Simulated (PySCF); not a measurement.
C₃H₁₀NSi₃ (doublet state).
Structure used (GFN2-xTB), in Å, numbered top down from 1:
```
atom  x, y, z in Å
C1    -2.643    0.808   -0.536
Si2   -1.156    0.636    0.624
C3    -0.075   -0.826    0.027
C4     0.367   -0.565   -1.293
N5     0.757   -0.322   -2.345
Si6    1.462   -1.222    1.126
Si7    2.998    0.422    0.822
H8    -2.316    0.959   -1.562
H9    -3.268   -0.081   -0.517
H10   -3.265    1.654   -0.258
H11   -1.583    0.324    1.993
H12   -0.340    1.856    0.620
H13   -0.698   -1.725    0.000
H14    0.844   -1.556    2.428
H15    1.997   -2.505    0.634
H16    4.288    0.316    1.511
H17    2.624    1.837    0.876
```

The hyperfine couplings belong to this conformer and change with its torsions.

The species is `C[SiH2][C@@H](C#N)[SiH2][SiH2]` [radical].

Method: UKS B3LYP, pcH-1 on C H N Si, non-relativistic, mean-field spin-orbit, GIAO in PySCF 2.14.0. Isolated species at its GFN2-xTB geometry (one conformer only). A GFN2-xTB geometry isn't a minimum of the functional, and hyperfine couplings can be far from their values at a DFT geometry, by a factor of two or more for some ions and for spin on atoms past the first row. The SCF solution wasn't tested for stability.

(1) Match the computed a_iso(29Si) values -353.0, -6.0 MHz with the sites Si6; Si7.

## Answers

(1) 
```json
{"site": "Si6", "a_iso (MHz)": "-6.0", "ρ(0) (bohr⁻³)": "+0.0068", "position": "1 bond from Si7", "distance from Si7 (Å)": "2.27", "spin population": "+0.02", "largest |T| (MHz)": "7.0"}
{"site": "Si7", "a_iso (MHz)": "-353.0", "ρ(0) (bohr⁻³)": "+0.3984", "position": "largest spin population", "distance from Si7 (Å)": "0.00", "spin population": "+0.98", "largest |T| (MHz)": "178.2"}
```

ρ(0) is the spin density at the nucleus and T the dipolar tensor; a_iso includes a spin–orbit part; entries for several nuclei are means. The largest Mulliken spin population is on Si7 (+0.98). The angles at Si7 add up to 346.2°, so it is slightly pyramidal.

Means are taken over nuclei equivalent by connectivity, which assumes that they swap fast.
